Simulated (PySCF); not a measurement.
Trichloroethylene, SMILES ClC=C(Cl)Cl at its PBE0/def2-SVP optimised geometry (Å):

```
6

Cl    -0.0225    -2.1196     0.0002
C     -0.6824    -0.5431     0.0002
C      0.0601     0.5720     0.0000
Cl     1.7716     0.5720     0.0000
Cl    -0.6931     2.1196     0.0000
H     -1.7716    -0.4816     0.0003
```

Computed with PBE0/def2-TZVP run with PySCF 2.14.0. Cells within 0.4 Å of a nucleus heavier than hydrogen are left out (blank, or x).

Map of the Laplacian of the electron density (e/bohr⁵), clipped to [-1.50, 1.50] on the plane z = 0.0 Å:

```
|555555555555555555555555555|
|555555555555555555555555555|
|555555555555555555555555555|
|555555555555555555555555555|
|555555555555555555555555555|
|555555555543355555555555555|
|55555555549x945555555555555|
|5555555553xxx35555555555555|
|55555555549x945555555555555|
|555555555544345555455555555|
|555555555555334554944555555|
|5555555555557xx339xx4555555|
|5555555555553xx439xx4555555|
|555555555554135553325555555|
|55555555026xx55555555555555|
|5555555502xxx55555555555555|
|555555555553355555555555555|
|555555555554335555555555555|
|5555555555549x7455555555555|
|555555555553xxx355555555555|
|5555555555539x9455555555555|
|555555555555334555555555555|
|555555555555555555555555555|
|555555555555555555555555555|
|555555555555555555555555555|
|555555555555555555555555555|
|555555555555555555555555555|
```
Scale: ten equal steps from -1.50 (start of '0') to 1.50 (end of '9'), in the order '0123456789'; x runs from -4.50 to 4.50, y from -4.50 (bottom) to 4.50 (top).
